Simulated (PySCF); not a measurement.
Species: C₅H₇F₃P₂.
Structure used (PBE0-D3(BJ)/def2-SVP), in Å, numbered top down from 1:
```xyz
17
C5H7F3P2 angstrom
C      3.2569   -0.0085   -0.1001
C      1.8480   -0.0025    0.2422
C      0.6627   -0.0126    0.5218
P     -1.0153    0.1157    1.0394
C     -1.8562    0.5559   -0.5511
P     -1.4952    2.2677   -1.1894
C     -1.4303   -1.7341    1.0337
F     -1.1127   -2.3676   -0.0976
F     -2.7506   -1.8752    1.2075
F     -0.8128   -2.3589    2.0338
H      3.4754    0.7648   -0.8530
H      3.5561   -0.9816   -0.5196
H      3.8822    0.1927    0.7836
H     -1.6085   -0.1679   -1.3432
H     -2.9411    0.4901   -0.3686
H     -0.0708    2.1843   -1.1116
H     -1.6034    2.9503    0.0634
```

All values: PBE0/pcSseg-1 (PySCF, non-relativistic), on one gas-phase PBE0-D3(BJ)/def2-SVP geometry that isn't relaxed in the solvent. The solvent is an IEF-PCM continuum (Bondi radii, 1.10 Å for H, scaled by 1.2). The model holds no explicit solvent molecules, cavitation or dispersion.

```json
{"run": "gas", "E − E(gas) (kcal/mol)": "0.00", "HOMO (eV)": "-7.17", "HOMO–LUMO gap (eV)": "6.59", "dipole (D)": "2.76"}
{"run": "P", "E − E(gas) (kcal/mol)": "-5.31", "HOMO (eV)": "-7.12", "HOMO–LUMO gap (eV)": "6.65", "dipole (D)": "3.31"}
{"run": "Q", "E − E(gas) (kcal/mol)": "-3.87", "HOMO (eV)": "-7.12", "HOMO–LUMO gap (eV)": "6.64", "dipole (D)": "3.19"}
```

**Question.** The runs were made in chloroform and methanol. Which run belongs to which solvent?

**Answer.** P = methanol, Q = chloroform. The dielectric constants are 4.711 (chloroform), 32.61 (methanol), and the energy falls further as ε rises. In this model the ground state sees the solvent through ε alone.

**Question.** How constant is the ratio of the lowering to (ε − 1)/(2ε + 1)?

**Answer.** 
| solvent | (ε − 1)/(2ε + 1) | E − E(gas) (kcal/mol) | ratio (kcal/mol) | polarisation term (kcal/mol) |
| --- | --- | --- | --- | --- |
| chloroform | 0.356 | -3.87 | -10.9 | -4.23 |
| methanol | 0.477 | -5.31 | -11.1 | -5.98 |

The ratio changes by +2.2 % in size from chloroform to methanol. The polarisation term is half the interaction of the solute with the induced surface charges.
